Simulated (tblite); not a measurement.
A geometry optimisation, step by step.

Species: CH₅GeN.
Numbering: `[H]/[N:1]=[CH:2]/[GeH3:3]` (hydrogens: H4 on N1; H5 on C2; H6, H7, H8 on Ge3)

Computed with GFN2-xTB (tblite), gas phase: L-BFGS steps from a force-field or distance-geometry start until the largest atomic force falls under 0.01 eV/Å. 14 of its 58 geometries are shown.

Step 0: E = -257.4781 eV, largest atomic force 3.946 eV/Å
```
atom  x, y, z in Å  |  force x, y, z in eV/Å
N1      1.562    0.051    0.718   -1.633   0.065  -1.731
C2      0.751    0.092   -0.309    2.861  -0.070   2.717
Ge3    -1.135   -0.101    0.002   -0.991  -0.091   0.531
H4      2.591    0.157    0.607   -0.866  -0.043  -0.486
H5      1.133    0.215   -1.308    0.139   0.118  -0.583
H6     -1.703   -0.841   -1.241    0.091   0.387   0.608
H7     -1.783    1.306    0.178    0.253  -0.729  -0.254
H8     -1.408   -0.869    1.328    0.145   0.364  -0.803
```

Step 4: E = -257.7115 eV, largest atomic force 0.488 eV/Å
```
atom  x, y, z in Å  |  force x, y, z in eV/Å
N1      1.548    0.050    0.734   -0.215   0.002  -0.288
C2      0.798    0.090   -0.277   -0.175  -0.027   0.207
Ge3    -1.154   -0.102    0.022    0.451   0.039  -0.181
H4      2.550    0.155    0.573    0.038   0.006  -0.078
H5      1.141    0.221   -1.321    0.088   0.011   0.242
H6     -1.700   -0.809   -1.190   -0.091   0.111   0.191
H7     -1.770    1.253    0.158   -0.053  -0.060  -0.112
H8     -1.404   -0.848    1.276   -0.042  -0.082   0.019
```

Step 9: E = -257.7293 eV, largest atomic force 0.146 eV/Å
```
atom  x, y, z in Å  |  force x, y, z in eV/Å
N1      1.545    0.047    0.732   -0.017  -0.018   0.042
C2      0.793    0.091   -0.272    0.015  -0.014   0.117
Ge3    -1.128   -0.100    0.022   -0.110  -0.006  -0.015
H4      2.543    0.156    0.555    0.078   0.004  -0.015
H5      1.157    0.227   -1.296    0.064   0.051  -0.121
H6     -1.721   -0.794   -1.164   -0.047   0.009   0.036
H7     -1.775    1.240    0.133    0.000  -0.010  -0.047
H8     -1.405   -0.857    1.267    0.016  -0.015   0.002
```

Step 13: E = -257.7317 eV, largest atomic force 0.053 eV/Å
```
atom  x, y, z in Å  |  force x, y, z in eV/Å
N1      1.550    0.043    0.736    0.019  -0.012  -0.011
C2      0.797    0.091   -0.267    0.005   0.000  -0.030
Ge3    -1.134   -0.101    0.022    0.029  -0.004  -0.003
H4      2.549    0.156    0.550   -0.002  -0.007   0.029
H5      1.168    0.236   -1.294   -0.036   0.025   0.030
H6     -1.740   -0.793   -1.156   -0.023  -0.022   0.000
H7     -1.780    1.241    0.117    0.003  -0.002  -0.005
H8     -1.403   -0.864    1.267    0.006   0.024  -0.010
```

Step 18: E = -257.7327 eV, largest atomic force 0.048 eV/Å
```
atom  x, y, z in Å  |  force x, y, z in eV/Å
N1      1.555    0.034    0.735   -0.030  -0.025   0.000
C2      0.801    0.091   -0.267   -0.008   0.009   0.013
Ge3    -1.130   -0.104    0.018   -0.020  -0.006  -0.011
H4      2.555    0.153    0.559   -0.012  -0.004  -0.013
H5      1.163    0.255   -1.292    0.029   0.028  -0.026
H6     -1.757   -0.801   -1.149    0.026  -0.006   0.012
H7     -1.779    1.238    0.106    0.015  -0.001  -0.004
H8     -1.399   -0.857    1.266   -0.001   0.005   0.029
```

Step 22: E = -257.7343 eV, largest atomic force 0.101 eV/Å
```
atom  x, y, z in Å  |  force x, y, z in eV/Å
N1      1.549    0.003    0.733    0.010   0.042  -0.075
C2      0.803    0.098   -0.272   -0.051  -0.046  -0.039
Ge3    -1.126   -0.111    0.013   -0.054  -0.005   0.020
H4      2.547    0.145    0.566    0.019  -0.034   0.014
H5      1.166    0.299   -1.293    0.016   0.029   0.095
H6     -1.768   -0.822   -1.138    0.039   0.002   0.015
H7     -1.769    1.236    0.089    0.002  -0.002  -0.015
H8     -1.393   -0.840    1.279    0.022   0.015  -0.013
```

Step 26: E = -257.7362 eV, largest atomic force 0.038 eV/Å
```
atom  x, y, z in Å  |  force x, y, z in eV/Å
N1      1.543   -0.027    0.722    0.000  -0.005   0.027
C2      0.799    0.100   -0.281    0.012   0.005   0.030
Ge3    -1.129   -0.118    0.010    0.011   0.019  -0.003
H4      2.542    0.129    0.574   -0.006  -0.024  -0.029
H5      1.173    0.358   -1.283   -0.031   0.006  -0.002
H6     -1.777   -0.848   -1.122    0.021  -0.013  -0.009
H7     -1.759    1.234    0.063   -0.027   0.015  -0.016
H8     -1.383   -0.819    1.292    0.019  -0.003   0.002
```

Step 31: E = -257.7383 eV, largest atomic force 0.088 eV/Å
```
atom  x, y, z in Å  |  force x, y, z in eV/Å
N1      1.540   -0.061    0.722    0.023  -0.045  -0.056
C2      0.793    0.108   -0.274   -0.028   0.082   0.015
Ge3    -1.130   -0.113    0.008   -0.026  -0.004   0.016
H4      2.536    0.094    0.563    0.041   0.000   0.027
H5      1.160    0.419   -1.263    0.017  -0.030  -0.001
H6     -1.764   -0.880   -1.110    0.020   0.015   0.015
H7     -1.768    1.239    0.026   -0.024  -0.038  -0.008
H8     -1.357   -0.798    1.305   -0.024   0.018  -0.007
```

Step 35: E = -257.7402 eV, largest atomic force 0.081 eV/Å
```
atom  x, y, z in Å  |  force x, y, z in eV/Å
N1      1.542   -0.095    0.712   -0.008   0.036  -0.006
C2      0.786    0.131   -0.266    0.064  -0.045  -0.019
Ge3    -1.134   -0.109    0.010    0.034   0.009   0.005
H4      2.540    0.064    0.557    0.002  -0.031  -0.009
H5      1.152    0.463   -1.248    0.003   0.034  -0.004
H6     -1.748   -0.902   -1.098    0.009   0.002  -0.001
H7     -1.785    1.235   -0.007   -0.050  -0.013   0.009
H8     -1.344   -0.777    1.315   -0.054   0.009   0.025
```

Step 39: E = -257.7426 eV, largest atomic force 0.096 eV/Å
```
atom  x, y, z in Å  |  force x, y, z in eV/Å
N1      1.544   -0.146    0.692    0.043  -0.007   0.086
C2      0.788    0.152   -0.265   -0.032  -0.024  -0.006
Ge3    -1.130   -0.104    0.014   -0.019  -0.002  -0.053
H4      2.543    0.011    0.551    0.026  -0.009  -0.036
H5      1.148    0.553   -1.221    0.028   0.034  -0.052
H6     -1.731   -0.939   -1.072    0.025  -0.002   0.015
H7     -1.816    1.222   -0.060   -0.028  -0.002   0.030
H8     -1.337   -0.738    1.337   -0.043   0.012   0.016
```

Step 44: E = -257.7446 eV, largest atomic force 0.031 eV/Å
```
atom  x, y, z in Å  |  force x, y, z in eV/Å
N1      1.554   -0.154    0.689    0.001   0.002  -0.010
C2      0.791    0.164   -0.257    0.008   0.000   0.002
Ge3    -1.131   -0.092    0.020   -0.003  -0.005  -0.013
H4      2.554   -0.019    0.531    0.004   0.007  -0.014
H5      1.147    0.567   -1.217   -0.006  -0.003   0.030
H6     -1.693   -0.947   -1.070   -0.001  -0.014   0.004
H7     -1.856    1.212   -0.064    0.012   0.009   0.006
H8     -1.357   -0.722    1.343   -0.014   0.003  -0.005
```

Step 48: E = -257.7450 eV, largest atomic force 0.033 eV/Å
```
atom  x, y, z in Å  |  force x, y, z in eV/Å
N1      1.557   -0.169    0.683   -0.017  -0.002  -0.023
C2      0.791    0.167   -0.254    0.014  -0.005   0.029
Ge3    -1.131   -0.094    0.016   -0.005   0.003   0.007
H4      2.556   -0.027    0.524    0.003   0.007  -0.003
H5      1.148    0.594   -1.203   -0.008   0.001  -0.007
H6     -1.695   -0.965   -1.061    0.009   0.008   0.002
H7     -1.855    1.212   -0.074    0.013  -0.006  -0.011
H8     -1.362   -0.709    1.345   -0.010  -0.007   0.005
```

Step 53: E = -257.7452 eV, largest atomic force 0.048 eV/Å
```
atom  x, y, z in Å  |  force x, y, z in eV/Å
N1      1.560   -0.187    0.675    0.034   0.000   0.034
C2      0.790    0.175   -0.248   -0.022   0.000  -0.037
Ge3    -1.131   -0.092    0.020    0.001  -0.015  -0.012
H4      2.558   -0.042    0.513    0.002  -0.004   0.000
H5      1.142    0.622   -1.190   -0.012   0.005   0.005
H6     -1.681   -0.977   -1.053    0.003   0.007   0.004
H7     -1.859    1.208   -0.094    0.002   0.009  -0.003
H8     -1.370   -0.697    1.352   -0.008  -0.003   0.009
```

Step 57: E = -257.7455 eV, largest atomic force 0.005 eV/Å
```
atom  x, y, z in Å  |  force x, y, z in eV/Å
N1      1.567   -0.181    0.677   -0.003   0.004  -0.002
C2      0.790    0.168   -0.246    0.002   0.002   0.004
Ge3    -1.132   -0.095    0.022    0.000  -0.004  -0.001
H4      2.564   -0.031    0.510    0.001  -0.003  -0.002
H5      1.134    0.612   -1.192    0.000   0.000   0.001
H6     -1.682   -0.971   -1.057   -0.002   0.002  -0.003
H7     -1.848    1.212   -0.091    0.002  -0.003   0.000
H8     -1.385   -0.705    1.351    0.001   0.002   0.002
```

**Question.** Summarise the path.

**Answer.** The energy falls by 6.17 kcal/mol from step 0 to step 57; nine tenths of that is first reached at step 5. It rises by more than 0.2 meV at step 38. The largest force goes from 3.946 to 0.005 eV/Å. Among the bonds Ge3–H8 changes most, from 1.556 to 1.483 Å; the atoms move by 0.237 Å rms after alignment.

**Question.** Follow the three bonds and two angles with the largest change from start to end.

**Answer.** 
```
step  E above end (kcal/mol)  largest force (eV/Å)  Ge3–H8 (Å)  Ge3–H7 (Å)  Ge3–H6 (Å)  C2–N1–H4 (°)  H6–Ge3–H7 (°)
   0                    6.17                 3.946       1.556       1.560       1.555         121.7          111.6
   2                    1.89                 0.589       1.522       1.533       1.538         120.7          111.6
   5                    0.61                 0.362       1.478       1.489       1.498         116.7          109.9
   7                    0.43                 0.104       1.481       1.489       1.492         116.7          108.7
  10                    0.34                 0.108       1.484       1.494       1.498         116.0          107.0
  12                    0.32                 0.046       1.485       1.493       1.496         115.9          106.8
  15                    0.31                 0.063       1.484       1.492       1.493         116.3          106.8
  17                    0.30                 0.041       1.483       1.493       1.496         116.5          106.5
  20                    0.28                 0.069       1.483       1.494       1.499         116.2          106.3
  22                    0.26                 0.101       1.485       1.494       1.498         116.0          106.5
  25                    0.22                 0.046       1.484       1.492       1.494         116.6          106.7
  27                    0.21                 0.055       1.483       1.493       1.496         116.6          106.5
  30                    0.18                 0.098       1.483       1.495       1.498         116.1          106.7
  32                    0.15                 0.073       1.484       1.495       1.495         115.8          107.1
  35                    0.12                 0.081       1.481       1.493       1.495         116.2          106.9
  37                    0.09                 0.131       1.479       1.494       1.497         116.6          106.2
  40                    0.06                 0.101       1.482       1.494       1.495         116.6          106.0
  42                    0.03                 0.044       1.484       1.495       1.493         116.5          105.9
  45                    0.02                 0.029       1.482       1.495       1.496         116.4          106.1
  47                    0.01                 0.045       1.482       1.496       1.496         116.3          106.3
  50                    0.01                 0.017       1.483       1.495       1.495         116.3          106.4
  52                    0.01                 0.038       1.482       1.495       1.495         116.3          106.4
  55                    0.00                 0.028       1.483       1.494       1.495         116.2          106.3
  57                    0.00                 0.005       1.483       1.495       1.495         116.3          106.3
```

What follows is the cost of the whole relaxation. On an Intel Xeon at 2.70 GHz with one thread, no GPU, shared host with 64 logical CPUs at a one-minute load of 60, this took 0.2 s of wall time.
